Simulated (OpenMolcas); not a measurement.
**Os2+: moving or changing the point charges**

Os2+ among 4 point charges of -1 e arranged as a tetrahedron (Td), 2.19 Å from the ion.

| Property | Result |
| --- | --- |
| Program | OpenMolcas 26.06 |
| Method | CASSCF |
| Basis | ANO-RCC-VDZP [7s6p4d2f1g] |
| Scalar Hamiltonian | DKH2, point nucleus |
| Active space | 6 electrons in 5 orbitals (5d) |
| State averaging | 2S+1 = 5 even, 5 roots; 2S+1 = 3 even, 45 roots; 2S+1 = 1 even, 50 roots |
| Spin-orbit coupling | state interaction with AMFI integrals over the reference wave functions |

Runs around this geometry, states (labels of Td). Energies in cm-1 above the lowest state or level, χT in cm3 K/mol.

```json
{"R (Å)": "2.19", "q (e)": "-0.5", "Ground state": "5E", "First state of that spin": "5T2 1328", "First gap with spin-orbit (degeneracies)": "85.5 (1, 3)", "χT at 300 K": "5.226", "First state of another spin": "3T1 15321"}
{"R (Å)": "1.99", "q (e)": "-1", "Ground state": "5E", "First state of that spin": "5T2 3196", "First gap with spin-orbit (degeneracies)": "202.0 (1, 3)", "χT at 300 K": "4.662", "First state of another spin": "3T1 14087"}
{"R (Å)": "2.19", "q (e)": "-1", "Ground state": "5E", "First state of that spin": "5T2 2311", "First gap with spin-orbit (degeneracies)": "149.6 (1, 3)", "χT at 300 K": "4.942", "First state of another spin": "3T1 14770"}
{"R (Å)": "2.44", "q (e)": "-1", "Ground state": "5E", "First state of that spin": "5T2 1549", "First gap with spin-orbit (degeneracies)": "100.7 (1, 3)", "χT at 300 K": "5.165", "First state of another spin": "3T1 15226"}
```

Taking the first state of the same spin as R^-n, n = -ln(1549 / 3196) / ln(2.44 / 1.99) = 3.6 between the shortest and longest distance.

Scaling the charges by -0.5 / -1 = 0.50 scales the first state of the same spin by 1328 / 2311 = 0.57; with fixed orbitals a first-order splitting would follow the charge.

An orbital doublet at a regular site is open to a Jahn-Teller distortion, which this geometry leaves out. Without dynamic correlation the repulsion within the d shell is too large (B by tens of per cent), so at a given field states of lower spin stand too high. Point charges give a weaker field than real ligands, and real ions of this kind are as a rule low spin; the high spin found here belongs to the model. The ground term spreads over less than 5000 cm-1, several times less than with real ligands, so orbital moments are less quenched and χT lies further from the spin-only value than at real sites. Spin-orbit coupling mixes the spin-free states strongly: the lowest level takes only 60 % from its leading state, 5E (figures for R = 2.19, q = -0.5; the like holds for R = 1.99, q = -1, R = 2.19, q = -1, R = 2.44, q = -1). Point charges carry no covalency, so the field is a model and not that of real ligands. No measured value stands beside these numbers.
